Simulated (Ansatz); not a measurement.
CH2NO (SMILES [NH]C=O) moved off its minimum; all values from Ansatz (a quantum-chemistry and plane-wave program), cores frozen in correlated methods. Open shells are unrestricted.
(charge 0, multiplicity 2)
```xyz
5

N      0.89224    -0.79463    -0.13308
C     -0.35121    -0.21238     0.10917
O     -0.50145     0.95694     0.00950
H      1.54342     0.00892     0.01960
H     -1.12781    -1.02483     0.35914
```

Forces at PBE/def2-TZVPP (eV/Å):

| atom | Fx | Fy | Fz |
|---|---|---|---|
| N1 | -0.032 | 0.889 | -0.135 |
| C2 | 0.540 | -5.119 | 1.087 |
| O3 | -0.955 | 3.596 | -0.537 |
| H4 | 0.233 | -0.484 | -0.037 |
| H5 | 0.214 | 1.118 | -0.377 |

**Question.** Give the forces (eV/Å), the total energy and the dipole at CCSD(T)/cc-pVTZ.

**Answer.** 
| atom | Fx | Fy | Fz |
|---|---|---|---|
| N1 | 0.796 | 0.387 | 0.042 |
| C2 | -0.012 | -3.959 | 0.694 |
| O3 | -1.140 | 2.841 | -0.190 |
| H4 | -0.150 | -0.647 | -0.166 |
| H5 | 0.506 | 1.377 | -0.379 |
Energy -168.9467 hartree, dipole 0.95 D.
